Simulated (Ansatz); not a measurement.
Two members of one family (Same ligands, another metal), computed with Ansatz in the gas phase; def2 core potentials for Nb, Zr, no spin–orbit coupling. HOMO and LUMO are taken over both spins. Binding counts from free atoms in the multiplicity of their measured ground term, without zero-point energy. The spins of the ions were chosen, not always searched. A dash marks a value that wasn't run or was left out as unsound. The structures are stationary points that may keep the symmetry of their start. Remarks come from the PBE and PBE0 runs and from stability tests at other levels; not every state was tested. HOMO above LUMO (over both spins in singlets and doublets, within one spin in higher multiplets; at PBE or PBE0), or a gap under 0.15 eV within one spin, warns that the state may not be the lowest or that an electron is smeared out.

First: NbCl4 (doublet, charge 0, r2SCAN-D4/def2-SVP geometry; oxidised ion singlet).

```xyz
5

Nb    0.000    0.000    0.000
Cl   -0.006    2.212   -0.576
Cl   -2.162   -0.424    0.609
Cl    1.236   -0.743    1.773
Cl    0.932   -1.044   -1.807
```

```
              level  HOMO (eV)  LUMO (eV)  gap (eV)  vertical IE (eV)  binding per atom (eV)
    PBE-D4/def2-SVP      -4.74      -4.44      0.30                 –                   3.86
   PBE-D4/def2-TZVP      -4.87      -4.58      0.30              7.68                   3.80
  BLYP-D4/def2-TZVP      -4.71      -4.40      0.31                 –                   3.72
r2SCAN-D4/def2-TZVP      -5.34      -4.66      0.68                 –                   3.69
  PBE0-D4/def2-TZVP      -6.55      -3.92      2.63              8.26                   3.62
```

Metal–donor distances: 4 × Cl 2.29 Å.

Second: ZrCl4 (singlet, charge 0, r2SCAN-D4/def2-SVP geometry).

```csv
atom,x (Å),y (Å),z (Å)
Zr1,0.0002,-0.0001,-0.0002
Cl2,-0.3952,2.0031,1.1204
Cl3,-1.8475,-1.3979,0.2342
Cl4,1.8779,-1.0380,0.9041
Cl5,0.3646,0.4329,-2.2585
```

Task: Estimate the same table for the second.

Result: 
```tsv
level	HOMO (eV)	LUMO (eV)	gap (eV)	vertical IE (eV)	binding per atom (eV)
PBE-D4/def2-SVP	-8.26	-3.39	4.88	–	–
PBE-D4/def2-TZVP	-8.34	-3.52	4.82	10.90	–
BLYP-D4/def2-TZVP	-8.15	-3.36	4.80	–	4.07
r2SCAN-D4/def2-TZVP	-8.74	-3.43	5.30	11.22	–
PBE0-D4/def2-TZVP	-9.73	-2.78	6.96	11.54	4.12
```

Metal–donor distances: 4 × Cl 2.33 Å. Remarks: gap within one spin near zero at PBE or PBE0 (+1 doublet).
